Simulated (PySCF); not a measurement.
Br³⁺ (bromine, charge +3) across methods

[Ar] 3d10 4s2 4p2, high-spin 3P determinant. All numbers are calculated (PySCF 2.14, the spin-free X2C one-electron Hamiltonian (Gaussian nucleus), in x2c-QZVPPall). The B2PLYP total includes its PT2 part (frozen core); its orbital energies are those of the SCF part.

```csv
method,E (hartree),mean ε 4s α (eV),mean ε 4s β (eV),mean ε 4p α (eV),Σ⟨r²⟩ (bohr²),⟨S²⟩
B2PLYP,-2603.366,-59.588,-55.301,-43.937,20.01,2.003
revPBE,-2603.636,-55.053,-52.571,-40.817,19.95,2.002
M06-2X,-2603.938,-59.038,-54.120,-43.838,20.02,2.003
r2SCAN0,-2603.737,-58.037,-54.207,-42.910,19.93,2.004
LDA,-2600.051,-55.309,-53.257,-40.871,19.93,2.001
PBE0,-2603.498,-57.413,-54.087,-42.499,19.95,2.002
UHF,-2602.09233,-63.361,-56.667,-46.660,20.09,2.007
PBE,-2603.449,-55.108,-52.760,-40.830,19.95,2.001
r2SCAN,-2603.758,-55.987,-52.912,-41.421,19.92,2.003
```
